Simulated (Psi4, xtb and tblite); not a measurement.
Two geometries of SMILES [GeH3][SiH2][SiH2]SC (CH10GeSSi2), singlet, relaxed at GFN2-xTB with one dihedral held; other torsions can differ between them too.

Structure A

```
15

C     -2.3089    -2.3211     0.0366
S     -2.2967    -0.7205     0.8985
Si    -0.5599     0.1748    -0.0120
Si     1.3923    -0.9813     0.5094
Ge     1.1064    -2.8558     1.8933
H     -3.1900    -2.8550     0.3763
H     -1.4151    -2.8887     0.2917
H     -2.3654    -2.1593    -1.0358
H     -0.6535     1.5343     0.5033
H     -0.8633     0.2043    -1.4467
H      2.0416    -1.4331    -0.7304
H      2.3482    -0.0696     1.1491
H     -0.0763    -2.7918     2.8127
H      2.2490    -3.1698     2.8129
H      0.8945    -4.1494     1.1548
```

Structure B

```
15

C      3.5601     0.2527     0.0418
S      2.2260    -0.7627     0.7404
Si     0.5136     0.2291    -0.0995
Si    -1.3536    -0.9062     0.6575
Ge    -2.7530     0.5085     1.8866
H      4.4945    -0.1598     0.4075
H      3.5280     0.1999    -1.0421
H      3.4498     1.2796     0.3761
H      0.6328     1.6318     0.3183
H      0.7396     0.2367    -1.5489
H     -1.0316    -2.0820     1.4702
H     -2.1197    -1.3994    -0.4947
H     -3.0448     1.8195     1.2129
H     -4.1241    -0.0178     2.1923
H     -2.2448     0.9360     3.2313
```

Which is lower in energy at the level B3LYP-D3(BJ)/def2-TZVP // GFN2-xTB run with Psi4 1.11, and by how much?

A is lower, by 0.63 kcal/mol (dihedral S2–Si3–Si4–Ge5: 0° in A, 120° in B).

E(B) − E(A) in kcal/mol at the other levels, on the same two geometries: GFN2-xTB (xtb and tblite) 0.12; B3LYP/def2-TZVP // GFN2-xTB (Psi4) -1.00.
